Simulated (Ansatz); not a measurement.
```yaml
crystal:
  periodic: [false, false, false]
  atoms:
    - {symbol: C, position_ang: [-1.563180, 0.392853, 0.730658]}
    - {symbol: C, position_ang: [-0.001779, 0.624527, 0.233113]}
    - {symbol: Si, position_ang: [1.324595, -0.944159, 0.549919]}
    - {symbol: Al, position_ang: [0.380244, 0.881566, -1.336247]}
    - {symbol: F, position_ang: [-0.632215, 0.917177, -2.702974]}
    - {symbol: H, position_ang: [-1.933910, -0.569162, -0.205904]}
    - {symbol: H, position_ang: [-1.614445, -0.182924, 1.672310]}
    - {symbol: H, position_ang: [-1.952911, 1.085578, 0.500608]}
    - {symbol: H, position_ang: [0.288550, 1.170826, 1.222682]}
    - {symbol: H, position_ang: [0.907392, -1.822587, 2.080383]}
    - {symbol: H, position_ang: [2.366948, -1.072694, 0.455867]}
    - {symbol: H, position_ang: [0.875081, -2.334625, -0.076474]}
    - {symbol: H, position_ang: [1.761847, 1.587889, -1.801391]}
basis:
  gaussian: {orbitals: "6-31++G**"}
hamiltonian: {xc: {name: BHLYP}, dispersion: d3bjatm, pseudopotentials: {relativity: none}}
output: {forces: true}
```

```sh
$ ansatz run in.yaml --threads 4 --pin off --events-out ev --progress --plain --max-ram 10444MiB
```

Shortened log:

```
Functional definition: BHLYP
1315 factors; integrals over basis functions are off by at most 9.9e-4 eV
mean field evaluation 1: about -19375.6252 eV, gradient 6.3e1 eV
mean field evaluation 2: about -19373.7103 eV, gradient 6.9e1 eV
mean field evaluation 4: about -19384.4481 eV, gradient 2.6e0 eV
mean field evaluation 8: about -19384.8088 eV, gradient 2.0e-1 eV
mean field evaluation 16: about -19384.8090 eV, gradient 4.6e-5 eV
mean field -19384.80898551 eV, -712.3785907220 hartree, gradient 4.8e-5 eV, S^2 0.000000; 0 other end points of the search recorded, 0 dependent functions left out
reference -19384.80925888 eV, -712.3786007684 hartree; 28, 28 occupied and 123, 123 virtual orbitals, 1315 factors
Total energy: -19385.25086113 eV, -712.3948293514 hartree
Atom 0 at    -1.563180     0.392853     0.730658 Å, force    11.390145   -22.343914     0.521001 eV/Å
Atom 1 at    -0.001779     0.624527     0.233113 Å, force    -2.146909    -1.824465    12.204127 eV/Å
Atom 2 at     1.324595    -0.944159     0.549919 Å, force   -24.389576    -2.012248     4.482681 eV/Å
Atom 3 at     0.380244     0.881566    -1.336247 Å, force     2.117716     3.458938    -9.645462 eV/Å
Atom 4 at    -0.632215     0.917177    -2.702974 Å, force     0.255282    -0.475162     0.996234 eV/Å
Atom 5 at    -1.933910    -0.569162    -0.205904 Å, force     0.456576     3.006154     3.058983 eV/Å
Atom 6 at    -1.614445    -0.182924     1.672310 Å, force    -0.340668     1.276389    -0.544781 eV/Å
Atom 7 at    -1.952911     1.085578     0.500608 Å, force   -10.183359    17.024880    -4.518921 eV/Å
Atom 8 at     0.288550     1.170826     1.222682 Å, force     0.509395    -0.210360    -2.491660 eV/Å
Atom 9 at     0.907392    -1.822587     2.080383 Å, force     0.711995     2.130734    -1.997094 eV/Å
Atom 10 at     2.366948    -1.072694     0.455867 Å, force    21.732720    -1.046908    -2.019578 eV/Å
Atom 11 at     0.875081    -2.334625    -0.076474 Å, force     0.091329     1.674865    -0.338006 eV/Å
Atom 12 at     1.761847     1.587889    -1.801391 Å, force    -0.204647    -0.658902     0.292477 eV/Å
Dipole moment:     0.114616     0.075460     0.629860 e Å
```

Run time 2.9 s (4 threads of an Arm Neoverse V2 on a shared host); peak host memory 0.37 GiB.
